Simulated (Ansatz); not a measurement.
Calculated with Ansatz (gas phase, PBE0-D4/def2-TZVP geometries, no zero-point term in ΔE). CCSD(T)/CBS adds triple-zeta CCSD(T) − MP2 to the extrapolated MP2 energy (def2 sets, frozen cores). DFT in def2-TZVPP. B3LYP here is the variant with VWN-RPA as its local correlation; programs differ in this. For Ga outer-core shells are correlated without core-valence functions, which leaves a few kJ/mol of doubt a bond. Scalar relativity is left out up to krypton. Each species was taken in one conformer, which may not be the lowest.

`[CH3][Ga]([NH2])[Cl]` + `BCOC` → `C[O][Ga]([CH3])[NH2]` + `BCCl`  (redistribution)

CCSD(T)/CBS gives +13.9 kcal/mol.

Question: Another level gave +15.5 kcal/mol. Which?
A. HF/def2-TZVPP
B. B3LYP/def2-TZVPP
C. BHLYP/def2-TZVPP
D. BLYP/def2-TZVPP

Answer: B. B3LYP 15.5, BHLYP 16.8, HF/def2-TZVPP 18.2, BLYP 14.5 kcal/mol.

Largest T1 diagnostic among the species: 0.013.

At CCSD(T), def2-SVP lies +3.6 kcal/mol from the extrapolated value and def2-TZVPP +0.4 kcal/mol. From PBE to PBE0 (25 % exact exchange), in def2-TZVPP and without D4, ΔE moves by +1.1 kcal/mol.
